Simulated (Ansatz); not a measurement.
The same path of CH$_{6}$ClNSi (10 atoms, charge 0, multiplicity 1) was run twice with different band settings. Lost on the way: Si1–N2, C3–H4. Made: N2–H4.

Theory: Ansatz, RKS PBE0/def2-SVP.

Relaxed end points:

```xyz
10
Properties=species:S:1:pos:R:3
Si -0.228 0.175 0.579
N 1.487 0.287 0.638
C -0.747 -0.674 -0.995
H -0.395 -0.110 -1.874
H -0.675 -0.519 1.816
Cl -1.199 2.035 0.613
H 1.937 0.596 1.494
H 1.989 0.638 -0.171
H -1.843 -0.739 -1.057
H -0.326 -1.690 -1.042
```

```xyz
10
Properties=species:S:1:pos:R:3
Si -0.969 -0.078 0.551
N 2.090 0.665 -0.032
C -1.469 -1.015 -0.773
H 1.638 0.086 -0.736
H -0.450 -0.590 1.837
Cl -1.241 1.958 0.648
H 2.096 0.151 0.846
H 1.530 1.506 0.092
H -1.890 -0.583 -1.683
H -1.336 -2.100 -0.751
```

Common settings: climbing image yes; spring 5.0 eV/Å²; optimiser quadratic models (default); start path through a guess of the saddle point; force threshold 0.05 eV/Å; iteration limit 60; end points relaxed.

| run | movable images |
| --- | --- |
| 1 | 5 |
| 2 | 1 |

**Question.** What does each run give, and how far can it be trusted?

**Answer.** Run 1: converged after 23 iterations, highest image 3.086 eV above the first end. The profile has 2 maxima (images 3, 5) with wells between them (image 4): this band takes more than one step, which may be the mechanism or a detour left from its start path. Neighbouring images differ by up to 1.8 eV, so the band resolves the path poorly. A vibrational analysis at the climbing image gives one clearly imaginary mode, 465i cm⁻¹: a first-order saddle point.
Run 2: converged after 31 iterations, highest image 3.086 eV above the first end. Neighbouring images differ by up to 3.1 eV, so the band resolves the path poorly. Another band between the same ends (5 images) ends at a top of the same energy, where a vibrational analysis finds 1 clearly imaginary mode. So few images can step over the top or miss a turn of the path.
The orbitals stay closed-shell, which can raise the energy where a bond breaks towards radicals; this wasn't checked here.
